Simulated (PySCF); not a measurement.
## N²⁺: interval between two levels

N²⁺ [He] 2s2 2p1 [2P3/2, M_J = 3/2] → N²⁺ [He] 2s1 2p1 3s1 [4P5/2, M_J = 5/2], as a difference of total energies. All numbers are calculated (PySCF 2.14, the two-component X2C-1e Hamiltonian, in x2c-TZVPall-2c with one added diffuse shell each of s, p, d type (6s4p3d1f, 40 functions)). Correlated levels: 1s2 frozen. "Screened" scales the spin-orbit matrix elements by Boettger's factors to mimic the two-electron term; Breit and QED terms are absent.

```tsv
method	interval between two levels (cm⁻¹)
GHF (spin-free)	270880
GMP2 (spin-free)	281600
GHF (screened spin-orbit)	270890
GMP2 (screened spin-orbit)	281620
```

The labels give the starting determinants; with spin-orbit coupling the two ends relaxed to ⟨J²⟩ = 3.75, ⟨L²⟩ = 2.00, ⟨S²⟩ = 0.75 and ⟨J²⟩ = 8.76, ⟨L²⟩ = 2.01, ⟨S²⟩ = 3.75.

The promoted electron is Rydberg-like, and one or two diffuse shells describe it only roughly, which tends to raise the upper state.
